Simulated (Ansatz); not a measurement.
Three-fold rotor about Te2–Ge3 in CH6GeTe (SMILES C[Te][GeH3]); single points on GFN2-xTB geometries with the dihedral held.
Staggered geometry (60°) (charge 0, multiplicity 1):
```
atom    x (Å)    y (Å)    z (Å)
----  -------  -------  -------
C      1.7172  -0.1395   0.1523
Te     0.4694   0.8787  -1.2943
Ge    -1.6297   0.1556  -0.1275
H      1.5033  -1.2005   0.1514
H      2.7501   0.0167  -0.1255
H      1.5483   0.2629   1.1426
H     -1.7417   0.6303   1.2948
H     -1.8081  -1.3348  -0.0402
H     -2.8442   0.6738  -0.8304
```

Frozen-core correlation. Filled d and f shells under p-block atoms count as core. CBS(a, b) extrapolates the correlation energy as X⁻³ and adds the Hartree–Fock energy of set b. MP2 and its Hartree–Fock in def2-QZVPP are density fitted.

Codes used: Ansatz (a quantum-chemistry and plane-wave program). Each number belongs to the level named beside it. In def2 rows elements past Kr take small-core potentials, without spin–orbit coupling.

Energies above the staggered point (kcal/mol):

| dihedral (°) | PBE/def2-TZVPP | MP2/CBS(def2-TZVPP, def2-QZVPP) + ΔCCSD(T)/def2-TZVPP |
|---|---|---|
| 0 | 0.684 | 0.666 |
| 20 | 0.482 | 0.474 |
| 40 | 0.143 | 0.140 |
| 60 | 0.000 | 0.000 |
| 80 | 0.138 | 0.138 |
| 100 | 0.483 | 0.479 |
| 120 | 0.680 | 0.665 |

Moments of inertia of the two ends about the bond: 77.081 and 5.747 u Å².

**Question.** Fit V = V₃/2 (1 − cos 3φ) + V₆/2 (1 − cos 6φ), φ counted from the staggered point, and estimate the harmonic torsional frequency.

**Answer.** 
V₃ is the energy at φ = 60°; at φ = 20° (mean of both sides) V = 0.25 V₃ + 0.75 V₆. The reduced moment I₁I₂/(I₁ + I₂) = 5.348 u Å² gives F = 16.8576/I = 3.152 cm⁻¹ (a rough rule where the frame isn't a symmetric top). Near the minimum V = kφ²/2 with k = (9V₃ + 36V₆)/2, and ω = √(2Fk), with 1 kcal/mol = 349.755 cm⁻¹.
- PBE/def2-TZVPP: V₃ = 0.68, V₆ = -0.041 kcal/mol, k = 820 cm⁻¹/rad², ω = 72 cm⁻¹
- MP2/CBS(def2-TZVPP, def2-QZVPP) + ΔCCSD(T)/def2-TZVPP: V₃ = 0.67, V₆ = -0.037 kcal/mol, k = 816 cm⁻¹/rad², ω = 72 cm⁻¹
